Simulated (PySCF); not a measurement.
**Rh⁺: ionisation energy**

Rh⁺ [Kr] 4d8 (3F) → Rh²⁺ [Kr] 4d7 (4F), as a difference of total energies. All numbers are calculated (PySCF 2.14, a scalar-relativistic core potential, in def2-TZVPPD with the def2 core potential (28 electrons)). Correlated levels: valence: 4s2 4p6 frozen. The calculations carry no spin-orbit coupling.

```tsv
method	ionisation energy (eV)
UHF	16.166
MP2 (valence)	17.813
SCS-MP2 (valence)	17.827
CCSD (valence)	17.637
CCSD(T) (valence)	17.720
```

Problem. How much does correlation contribute at CCSD(T) (valence)?

Solution. 17.720 − (16.166) = 1.554 eV, measured against UHF.

The reference lies between the lowest fine-structure levels, while these numbers refer to the centres of the terms.

Errors of the correlated levels include the incompleteness of this basis and the frozen core.

For comparison: 18.08 eV (semi-empirical (NIST evaluation); NIST Atomic Spectra Database, ionization energies).
